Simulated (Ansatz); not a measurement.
Program: Ansatz. Geometries: PBE0-D4/def2-TZVP. ΔE: electronic, gas phase. CCSD(T)/CBS is the MP2 limit (def2-TZVPP, def2-QZVPP) plus CCSD(T) − MP2 in def2-TZVPP, frozen cores. DFT in def2-TZVPP. B3LYP here is the variant with VWN-RPA as its local correlation; programs differ in this. For Ge outer-core shells are correlated without core-valence functions, which leaves a few kJ/mol of doubt a bond. Scalar relativity is left out up to krypton. Each species was taken in one conformer, which may not be the lowest.

Reaction (isomerisation): `[CH3][GeH]1[O][SiH2]1` → `O[CH]1[SiH2][GeH2]1`

`[CH3][GeH]1[O][SiH2]1`:

Z-matrix (Å, degrees):
```
C
Ge 1 1.944
H 1 1.089 2 110.1
H 1 1.091 2 110.2 3 -120.5
H 1 1.092 2 109.1 3 120.0
O 2 1.893 1 108.9 3 -57.6
Si 2 2.258 1 124.9 3 -8.7
H 2 1.541 1 112.0 3 -177.0
H 7 1.486 2 122.8 1 19.0
H 7 1.485 2 123.6 1 175.5
```

`O[CH]1[SiH2][GeH2]1`:

Cartesian coordinates in Å:
```
O 0.448 -1.154 1.481
C -0.284 -0.618 0.414
Si -0.623 1.241 0.362
Ge 0.546 0.122 -1.286
H 0.850 -1.977 1.192
H -1.172 -1.199 0.138
H 0.217 2.049 1.275
H -2.030 1.706 0.290
H -0.024 -0.428 -2.595
H 2.070 0.257 -1.272
```

| level | ΔE (kcal/mol) | difference from CCSD(T)/CBS |
| --- | --- | --- |
| r2SCAN-D4 | 55.0 | -0.2 |
| PBE0-D4 | 51.5 | -3.7 |
| ωB97X-V | 54.2 | -1.0 |
| ωB97M-V | 54.4 | -0.8 |
| r2SCAN | 55.0 | -0.2 |
| PBE0 | 51.6 | -3.6 |
| B3LYP | 55.0 | -0.2 |
| HF/def2-TZVPP | 57.7 | 2.5 |
| MP2/def2-TZVPP | 58.2 | 3.0 |
| SCS-MP2/def2-TZVPP | 58.5 | 3.3 |
| CCSD/def2-TZVPP | 55.6 | 0.4 |
| CCSD(T)/def2-TZVPP | 55.5 | 0.3 |
| SCS-MP2/def2-QZVPP | 58.5 | 3.3 |
| HF/CBS(def2) | 58.2 | 3.0 |
| MP2/CBS(def2) | 58.0 | 2.8 |
| CCSD/CBS(def2) | 55.3 | 0.1 |
| CCSD(T)/CBS | 55.2 | 0 |

Largest T1 diagnostic among the species: 0.014.
